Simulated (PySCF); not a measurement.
Compound: C2H9GeN.
Atom-mapped SMILES: `[CH3:1][CH2:2][GeH2:3][NH2:4]` (hydrogens: H5, H6, H7 on C1; H8, H9 on C2; H10, H11 on Ge3; H12, H13 on N4)

Method: PBE0-D3(BJ)/def2-SVP geometry optimisation, gas phase in PySCF 2.14.0.

**Question.** Give the optimised bond lengths and angles.

**Answer.** 
```csv
bond,length (bohr)
C1–C2,2.879
C2–Ge3,3.694
Ge3–N4,3.481
"C1–H5, C1–H6, C1–H7",2.082
"C2–H8, C2–H9",2.084
Ge3–H10,2.917
Ge3–H11,2.939
"N4–H12, N4–H13",1.922
```

Bonds in one row agree within 0.02 bohr and their mean is given. A selection of angles:
```csv
angle,degrees
C2–C1–H5,111.7
H5–C1–H6,107.2
C1–C2–Ge3,113.5
C1–C2–H8,110.7
Ge3–C2–H8,107.6
H8–C2–H9,106.2
C2–Ge3–N4,108.2
C2–Ge3–H10,111.2
C2–Ge3–H11,108.9
N4–Ge3–H10,106.2
N4–Ge3–H11,114.3
H10–Ge3–H11,108.1
Ge3–N4–H12,114.1
H12–N4–H13,107.8
```

Dihedral angles: C1–C2–Ge3–N4 -179° (antiperiplanar). The mirror-image conformer, all signs reversed, is as good.

Ge3 (germanium bonded to C, N and 2 H) is distorted tetrahedral (angles from 106.2° to 114.3°). N4 (nitrogen bonded to Ge and 2 H) is pyramidal (angles 114.1°, 114.1° and 107.8°, sum 336.0°, 0.35 Å off the plane of its three neighbours). The 4 heavy atoms lie in one plane (0.006 Å rms).

Not checked by PBE0-D3(BJ)/def2-SVP frequencies. One conformer, not necessarily the lowest (C1–C2–Ge3–N4 -179°, C2–Ge3–N4–H -66° and 170°).

The run took 60 s of wall time on Arm Neoverse V2, one thread, on a shared host, and the process peaked at 0.51 GiB of memory. This is the geometry optimisation.
